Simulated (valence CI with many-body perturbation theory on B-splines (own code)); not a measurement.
## Pt⁵⁵⁺: calculated level list

Method: valence CI with perturbative core correlation (CI+MBPT): five valence electrons over a frozen Dirac-Fock core [Ar], a basis of 7 s, 7 p, 8 d, 6 f, 4 g, 1 h functions for each j, with the one-electron correlation potential Σ1 (screened to all orders), the two-electron term Σ2, the three-electron term Σ3, Breit, model QED; selected single and double excitations, second order for the rest, scaled by the run's own slope (own B-spline code, finite nucleus).

No measured spectrum was set against this ion. As an estimate, large intervals hold to a few tenths of a per cent, small ones and those within an open d or f shell to about a per cent. Among the levels kept, up to 560 cm⁻¹ of a level comes from second order outside the variational space, and about a tenth of that is noise between levels of different J, which matters for small intervals. The list stops below the first excitations out of the core. Only levels of the ground parity were solved; by the run's estimate the other parity begins above the list, which can be wrong where configurations are misplaced.

Levels 1 to 28 of 28, with energies above the lowest level, (3d3/2^4 3d5/2) J=5/2. "Leading %" is the weight of the configuration and term that name the level; weights of strongly mixed levels are sums over their largest components and can fall short, so below about 35 % the name and the second component can differ from the true leading terms, or belong to a minority configuration. In the jj column 3d3/2^4 stands for four electrons in 3d with j = 3/2.

| No. | Configuration | Term | J | E (cm⁻¹) | Leading % | Leading jj | g |
| --- | --- | --- | --- | --- | --- | --- | --- |
| 1 | 3d⁵ | ²D | 5/2 | 0 | 26 | 3d3/2^4 3d5/2 (98 %) | 1.259 |
| 2 | 3d⁵ | ⁶S | 5/2 | 627810 | 33 | 3d3/2^3 3d5/2^2 (96 %) | 1.326 |
| 3 | 3d⁵ | ⁴G | 7/2 | 726060 | 31 | 3d3/2^3 3d5/2^2 (100 %) | 1.158 |
| 4 | 3d⁵ | ²H | 11/2 | 735330 | 45 | 3d3/2^3 3d5/2^2 (99 %) | 1.093 |
| 5 | 3d⁵ | ⁴D | 3/2 | 743930 | 38 | 3d3/2^3 3d5/2^2 (99 %) | 1.136 |
| 6 | 3d⁵ | ²G | 9/2 | 785920 | 34 | 3d3/2^3 3d5/2^2 (98 %) | 1.127 |
| 7 | 3d⁵ | ²D | 5/2 | 820360 | 36 | 3d3/2^3 3d5/2^2 (97 %) | 1.125 |
| 8 | 3d⁵ | ⁴P | 1/2 | 856760 | 38 | 3d3/2^3 3d5/2^2 (95 %) | 1.766 |
| 9 | 3d⁵ | ²F | 7/2 | 857550 | 39 | 3d3/2^3 3d5/2^2 (99 %) | 1.066 |
| 10 | 3d⁵ | ²D | 3/2 | 1012700 | 64 | 3d3/2^3 3d5/2^2 (94 %) | 0.799 |
| 11 | 3d⁵ | ⁶S | 5/2 | 1344000 | 37 | 3d3/2^2 3d5/2^3 (96 %) | 1.315 |
| 12 | 3d⁵ | ⁴D | 7/2 | 1420200 | 52 | 3d3/2^2 3d5/2^3 (100 %) | 1.206 |
| 13 | 3d⁵ | ⁴G | 11/2 | 1421600 | 50 | 3d3/2^2 3d5/2^3 (99 %) | 1.087 |
| 14 | 3d⁵ | ⁴G | 9/2 | 1439600 | 64 | 3d3/2^2 3d5/2^3 (98 %) | 1.138 |
| 15 | 3d⁵ | ²I | 13/2 | 1463600 | 100 | 3d3/2^2 3d5/2^3 (100 %) | 1.064 |
| 16 | 3d⁵ | ⁴D | 1/2 | 1485700 | 79 | 3d3/2^2 3d5/2^3 (99 %) | 0.431 |
| 17 | 3d⁵ | ⁴P | 3/2 | 1495500 | 54 | 3d3/2^2 3d5/2^3 (98 %) | 1.158 |
| 18 | 3d⁵ | ²F | 5/2 | 1503500 | 42 | 3d3/2^2 3d5/2^3 (98 %) | 1.020 |
| 19 | 3d⁵ | ²H | 9/2 | 1548200 | 53 | 3d3/2^2 3d5/2^3 (100 %) | 1.094 |
| 20 | 3d⁵ | ²G | 7/2 | 1569100 | 61 | 3d3/2^2 3d5/2^3 (100 %) | 0.978 |
| 21 | 3d⁵ | ⁴F | 5/2 | 1590100 | 65 | 3d3/2^2 3d5/2^3 (99 %) | 1.046 |
| 22 | 3d⁵ | ²D | 3/2 | 1590900 | 83 | 3d3/2^2 3d5/2^3 (94 %) | 0.854 |
| 23 | 3d⁵ | ²G | 7/2 | 1645600 | 48 | 3d3/2^2 3d5/2^3 (98 %) | 1.025 |
| 24 | 3d⁵ | ⁴P | 1/2 | 1647000 | 47 | 3d3/2^2 3d5/2^3 (91 %) | 1.746 |
| 25 | 3d⁵ | ²G | 9/2 | 1722200 | 80 | 3d3/2^2 3d5/2^3 (99 %) | 1.102 |
| 26 | 3d⁵ | ²P | 3/2 | 1856100 | 74 | 3d3/2^2 3d5/2^3 (98 %) | 1.175 |
| 27 | 3d⁵ | ²D | 5/2 | 1891400 | 81 | 3d3/2^2 3d5/2^3 (96 %) | 1.173 |
| 28 | 3d⁵ | ⁴P | 5/2 | 2148400 | 34 | 3d3/2 3d5/2^4 (97 %) | 1.240 |

The ionisation energy to 3d⁴ ³P0 of the next ion comes out as 5410 eV (NIST: 5410 ± 5 eV (theoretical)). All 28 levels together are meant to be complete up to 2157300 cm⁻¹.
